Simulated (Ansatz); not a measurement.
## CBrClF2 (SMILES FC(F)(Cl)Br): entropy by statistical mechanics

A singlet with charge 0, relaxed at HF/6-31G* (Cartesian functions) (Ansatz 0.2.0):

```xyz
5

F    -1.0975    0.0246    0.8038
C    -0.0181   -0.0833    0.0646
F     0.8150   -0.8879    0.6825
Cl   -0.4482   -0.7788   -1.4840
Br    0.7987    1.6517   -0.1083
```

Harmonic wavenumbers in cm⁻¹: 236, 325, 366, 443, 481, 703, 985, 1262, 1356.

Masses in u: F 18.998, C 12.011, Cl 35.45, Br 79.904. Take T = 298.15 K, p = 1 bar, R = 8.3145 J/(mol K), kT/hc = 207.22 cm⁻¹, rigid rotor and harmonic oscillator.

Task: Compute the standard molar entropy.

Result: 
1. Translation (Sackur–Tetrode): S = R[3/2 ln M + 5/2 ln T − 1.1517] with M = 165.361 gives 172.6 J/(mol K).
2. Rotation: principal moments 128.280, 299.984, 342.677 u Å² give A, B, C = 0.1314, 0.0562, 0.0492 cm⁻¹; the symmetry number is σ = 1; q = (√π/σ)√((kT/hc)³/ABC) = 277379; S = R(ln q + 3/2) = 116.7.
3. Vibration: with u = ν̃/207.22, each mode gives R[u/(eᵘ − 1) − ln(1 − e⁻ᵘ)]; the sum is 25.9, most from 236 cm⁻¹ (7.7), 325 cm⁻¹ (5.4), 366 cm⁻¹ (4.6).
4. Electronic: R ln 1 = 0.0, from the spin multiplicity alone.
5. Sum: 172.6 + 116.7 + 25.9 + 0.0 = 315.2 J/(mol K).

The tabulated value is 318.5 J/(mol K) (CRC Handbook of Chemistry and Physics): the model is off by -3.3.
